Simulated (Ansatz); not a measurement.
Conformers of C2H7ClO2Si, SMILES `CO[SiH](Cl)OC`, each relaxed with PBE0-D4/def2-TZVP in Ansatz. CBS adds the triple-zeta coupled-cluster correction to the MP2 limit.

Not all of them had a frequency check.

Conformer A:

```xyz
13

C     0.081   -1.250    2.330
O     0.552   -0.846    1.063
Si   -0.300   -0.015   -0.030
Cl   -0.998    1.742    0.788
O     0.727    0.295   -1.239
C     0.433    1.075   -2.378
H    -0.803   -1.891    2.244
H    -0.169   -0.385    2.951
H     0.875   -1.817    2.817
H    -1.502   -0.747   -0.486
H     1.305    1.053   -3.032
H    -0.426    0.675   -2.928
H     0.224    2.112   -2.101
```

Conformer B:

```xyz
13

C     0.621    1.410    1.695
O     0.398    0.304    0.846
Si   -0.919    0.099   -0.084
Cl   -2.604   -0.063    1.058
O    -0.764   -1.290   -0.898
C     0.354   -1.630   -1.693
H     1.647    1.354    2.061
H    -0.061    1.388    2.550
H     0.491    2.359    1.163
H    -1.097    1.267   -0.975
H     0.500   -0.910   -2.505
H     1.266   -1.674   -1.090
H     0.169   -2.612   -2.128
```

Task: Which is lowest in electronic energy at CCSD(T)/CBS (frozen core, def2 sets), and by how much? (Best estimate.)

Result: The calculation gave: A; B lies 1.1 kJ/mol higher. Gaps under about 2 kJ/mol don't settle the order.

Task: Give the energies relative to A (kJ/mol) with ωB97X-V/def2-TZVPP, r2SCAN/def2-TZVPP, HF/def2-TZVPP, SCS-MP2/def2-TZVPP, CCSD(T)/def2-TZVPP, HF/def2-QZVPP, MP2/def2-QZVPP. (Best estimate.)

Result: Computed: 
```
             level    B
ωB97X-V/def2-TZVPP  1.0
 r2SCAN/def2-TZVPP  1.7
     HF/def2-TZVPP  0.5
SCS-MP2/def2-TZVPP  0.9
CCSD(T)/def2-TZVPP  0.6
     HF/def2-QZVPP  0.5
    MP2/def2-QZVPP  1.4
```
